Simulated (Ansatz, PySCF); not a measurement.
The pair A = SiH4 (SMILES [SiH4]) (first 5 atoms), B = C3H4 (SMILES C=C=C); geometry from B3LYP-D3(BJ)/def2-TZVP.
(charge 0, multiplicity 1):
```xyz
12

Si    -0.1137     0.3464     0.2517
H      1.2281     0.6215     0.8093
H     -0.0152     0.2466    -1.2242
H     -1.0399     1.4455     0.6010
H     -0.6271    -0.9333     0.7873
C     -0.4238     0.9505     3.8185
C      0.0814    -0.2476     3.8332
C      0.5865    -1.4449     3.8349
H      0.2028     1.8234     3.6764
H     -1.4873     1.1151     3.9469
H      0.6781    -2.0143     2.9171
H      0.9308    -1.9110     4.7507
```

Correlated levels freeze the cores.

Programs: Ansatz (a program for electronic structure); PySCF for the dispersion terms. Each number belongs to the level named beside it.

The monomers are drawn apart, rigid, along the line of their centres of mass. Counterpoise-corrected interaction energies (kcal/mol):

| level | R = 5.084 Å | R = 6.536 Å |
|---|---|---|
| PBE-D3(BJ)/def2-TZVPPD | -0.5806 | -0.1126 |
| wB97M-V/def2-TZVPPD | -0.4629 | -0.0993 |
| CCSD(T)/aug-cc-pV(D+d)Z | -0.4365 | -0.0937 |

Question: R is the distance of the centres of mass. Find the local exponent m of E ∝ R⁻ᵐ between the two points.

Answer: 
m = ln(E₁/E₂)/ln(R₂/R₁): PBE-D3(BJ)/def2-TZVPPD 6.5; wB97M-V/def2-TZVPPD 6.1; CCSD(T)/aug-cc-pV(D+d)Z 6.1. For scale, two fixed dipoles give m = 3, dipole and quadrupole 4, quadrupoles 5, and dispersion or dipole-induced dipole 6 at long range; at these distances several terms mix, and what is left of overlap and damping shifts m, so it need not match one of them.
